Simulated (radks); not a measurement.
Initial-state core-level shifts of the erbium ion Er+ when its valence configuration changes from [Xe] 4f12 6s1. Calculated with a radial shooting solver on a logarithmic mesh with Libxc functionals: scalar-relativistic Kohn-Sham, PBE, spin-polarised, spherical densities, point nucleus; open shells are filled with parallel spins first (spin-orbit coupling, left out, can overturn this in heavy ions). Shifts are changes of the shell-averaged eigenvalues in eV (positive: less bound).

valence,2s,2p,3p,4d
4f11 5d1 6s1,-7.000,-6.928,-7.747,-7.105
4f12 6p1,-1.404,-1.404,-1.384,-1.405
4f11 6s1 6p1,-10.623,-10.550,-11.305,-10.717
4f11.5 5d0.5 6p1,-4.753,-4.720,-5.086,-4.825
4f12.5 6s0.5,+3.693,+3.666,+3.948,+3.793
4f10.5 5d1.5 6p1,-12.196,-12.080,-13.399,-12.299
4f13,+6.377,+6.331,+6.813,+6.582
4f11 6s2,-9.388,-9.315,-10.075,-9.481
4f10.5 5d0.5 6s2,-13.421,-13.304,-14.566,-13.500
